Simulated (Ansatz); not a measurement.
Relaxation of C2H5BN (9 atoms, charge -1, multiplicity 1), to a largest force component of 0.015 eV/Å in at most 40 steps.

Computed with Ansatz, RKS B3LYP-D4/def2-SVP.

```xyz
9
Properties=species:S:1:pos:R:3
B -0.201 1.075 -0.626
C -0.105 -0.156 0.299
C 0.742 -1.178 -0.130
N -0.776 -0.281 1.458
H 0.414 1.162 -1.638
H -0.899 2.005 -0.367
H 1.302 -1.112 -1.054
H 0.872 -2.079 0.452
H -1.349 0.560 1.620
```

Task: Where does it end, and by what steps?

Result: The run converged. The force dipped under the threshold on the way, but the program's further checks kept it going. Limits of this set-up: an anion without diffuse functions, the dipole of an ion depends on the origin. After 30 steps the energy has fallen by 0.966 eV; H6 moved furthest, 1.73 Å. Joined: B1–C3.

| step | energy less start (eV) | largest force component (eV/Å) | accepted |
| --- | --- | --- | --- |
| 0 | 0.0000 | 0.906 | yes |
| 2 | -0.0941 | 0.086 | yes |
| 4 | -0.0946 | 0.011 | yes |
| 6 | -0.0951 | 0.060 | yes |
| 8 | -0.0996 | 0.153 | yes |
| 10 | -0.1283 | 0.295 | yes |
| 12 | -0.2599 | 0.736 | yes |
| 14 | -0.5379 | 1.508 | yes |
| 16 | -0.8235 | 1.331 | yes |
| 18 | -0.9225 | 0.407 | yes |
| 20 | -0.9401 | 0.079 | yes |
| 22 | -0.9594 | 0.080 | yes |
| 24 | -0.9639 | 0.030 | yes |
| 26 | -0.9650 | 0.103 | yes |
| 28 | -0.9658 | 0.043 | yes |
| 30 | -0.9659 | 0.007 | yes |

```xyz
9
Properties=species:S:1:pos:R:3
B -0.149 0.652 -0.814
C -0.140 0.035 0.626
C 0.481 -0.838 -0.412
N -0.331 -0.092 1.890
H 0.643 1.560 -1.075
H -1.211 0.679 -1.440
H 1.569 -0.998 -0.329
H -0.055 -1.773 -0.649
H -0.806 0.770 2.217
```

Whether the end is a true minimum wasn't checked by a vibrational analysis.

Time of the run: 92 s on 1 thread of Arm Neoverse V1, with other jobs on the host, peak memory 0.15 GiB.
